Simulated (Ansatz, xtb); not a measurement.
## Two isomers of C5H3NO3

Structure a: `O=CC(=O)c1cnco1`, a singlet. Structure b: `N#C[C@@H]1OC=COC1=O`, a singlet. Both are isolated molecules in the gas phase, relaxed with B3LYP-D3(BJ)/def2-SVP, each in the lowest conformer that the search found.

a (Å):

| atom | x (Å) | y (Å) | z (Å) |
| --- | --- | --- | --- |
| C | -0.6243 | 0.3996 | 1.9769 |
| C | -0.4656 | 1.6039 | 1.0377 |
| C | -0.0707 | 1.3379 | -0.3421 |
| C | 0.2181 | 0.2079 | -1.0763 |
| C | 0.4345 | 1.8729 | -2.3636 |
| N | 0.5371 | 0.5754 | -2.3615 |
| O | -0.4499 | -0.7495 | 1.6669 |
| O | -0.6757 | 2.7130 | 1.4882 |
| O | 0.0736 | 2.4074 | -1.1886 |
| H | -0.9275 | 0.7235 | 3.0038 |
| H | 0.2081 | -0.8242 | -0.7361 |
| H | 0.6039 | 2.5606 | -3.1910 |

b (Å):

| atom | x (Å) | y (Å) | z (Å) |
| --- | --- | --- | --- |
| C | 1.0826 | 0.1934 | 1.3447 |
| C | -0.3226 | 0.1492 | 0.8897 |
| C | -0.3077 | -1.8226 | -0.3362 |
| C | 0.0288 | -1.1472 | -1.4375 |
| C | -0.4631 | 0.9361 | -0.4355 |
| N | 2.1860 | 0.2157 | 1.6935 |
| O | -0.7839 | -1.1838 | 0.7756 |
| O | -0.1666 | 0.2183 | -1.5409 |
| O | -0.7848 | 2.0835 | -0.4868 |
| H | -0.9542 | 0.6553 | 1.6321 |
| H | -0.2344 | -2.9055 | -0.2411 |
| H | 0.4422 | -1.5902 | -2.3405 |

Quicker runs give these differences E(b) − E(a): GFN2-xTB +25.9 kJ/mol; HF/STO-3G −29.0 kJ/mol (at GFN2-xTB geometries); r2SCAN-D4/def2-SVP +68.5 kJ/mol (at GFN2-xTB geometries).

Task: Which of the two would you expect CCSD(T)/def2-SVP + ΔMP2/def2-TZVPP electronic energies to favour?

Result: Structure a; the calculation gives E(b) − E(a) = +38.0 kJ/mol.

Level by level:

```json
{"level": "GFN2-xTB", "geometry": "GFN2-xTB", "E(b) − E(a) (kJ/mol)": "+25.9", "departure from the last row (kJ/mol)": "−12.1", "job, with rough time for the two": "optimisation, 0.76 s"}
{"level": "HF/STO-3G", "geometry": "GFN2-xTB", "E(b) − E(a) (kJ/mol)": "−29.0", "departure from the last row (kJ/mol)": "−66.9", "job, with rough time for the two": "single point, 0.7 s"}
{"level": "r2SCAN-D4/def2-SVP", "geometry": "GFN2-xTB", "E(b) − E(a) (kJ/mol)": "+68.5", "departure from the last row (kJ/mol)": "+30.6", "job, with rough time for the two": "single point, 6.6 s"}
{"level": "B3LYP-D3(BJ)/def2-SVP", "geometry": "B3LYP-D3(BJ)/def2-SVP", "E(b) − E(a) (kJ/mol)": "+57.9", "departure from the last row (kJ/mol)": "+19.9", "job, with rough time for the two": "optimisation, 66 s"}
{"level": "HF/def2-SVP", "geometry": "B3LYP-D3(BJ)/def2-SVP", "E(b) − E(a) (kJ/mol)": "+34.0", "departure from the last row (kJ/mol)": "−4.0", "job, with rough time for the two": "part of the CCSD(T) run"}
{"level": "MP2/def2-SVP", "geometry": "B3LYP-D3(BJ)/def2-SVP", "E(b) − E(a) (kJ/mol)": "+52.7", "departure from the last row (kJ/mol)": "+14.8", "job, with rough time for the two": "part of the CCSD(T) run"}
{"level": "CCSD(T)/def2-SVP", "geometry": "B3LYP-D3(BJ)/def2-SVP", "E(b) − E(a) (kJ/mol)": "+47.5", "departure from the last row (kJ/mol)": "+9.6", "job, with rough time for the two": "single point"}
{"level": "CCSD(T)/def2-SVP + ΔMP2/def2-TZVPP", "geometry": "B3LYP-D3(BJ)/def2-SVP", "E(b) − E(a) (kJ/mol)": "+38.0", "departure from the last row (kJ/mol)": "", "job, with rough time for the two": "single point, 2.7 min"}
```

As drawn, b has 1 C≡N, 4 C–O, 1 C=C in place of 1 C=O, 1 C∷C, 2 C∷N, 2 C∷O (∷ is an aromatic bond). Structure a has a 5-membered ring (with an aromatic ring), b a 6-membered ring.

HF/STO-3G puts the two in the other order. The largest departure from CCSD(T)/def2-SVP + ΔMP2/def2-TZVPP is that of HF/STO-3G, 66.9 kJ/mol. The last row adds to CCSD(T) the change of the MP2 difference between the two basis sets, here −9.6 kJ/mol.

With thermal terms from frequencies at re-optimised GFN2-xTB minima (ideal gas, soft modes damped towards free rotors, one conformer each, 298.15 K, 1 atm): the zero-point term adds +0.9 kJ/mol; ΔH is +38.4 and ΔG +40.7 kJ/mol.

The correlated steps freeze 9 core orbitals. Mirror images aren't counted in ΔG. Codes used: Ansatz 0.2.0, xtb 6.7.1; the last row on 4 threads of Arm Neoverse N1 on a shared host.
